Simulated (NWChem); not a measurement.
Species: MgHSeCl; SMILES [Mg]([SeH])[Cl]

```xyz
4

Mg     0.0070    -0.7388     0.0000
Cl     0.0150    -2.9407     0.0000
Se     0.0324     1.6814     0.0000
H     -1.4414     1.6907     0.0000
```
Atoms are numbered in this order, from 1.

Results from NWChem. All runs use the structure optimised with PBE0/def2-SVP. Ions are spin-unrestricted doublets at the neutral geometry; other ion states weren't tried.

For level PBE0/def2-SVP:

```
Property                               Result
-------------------------------------  ------
vertical ionisation energy, ΔSCF (eV)    9.42
−ε(HOMO) (eV)                            7.05
```

Estimate the same quantities for level PBE/def2-SVP.


- vertical ionisation energy, ΔSCF (eV): 9.17
- −ε(HOMO) (eV): 5.90
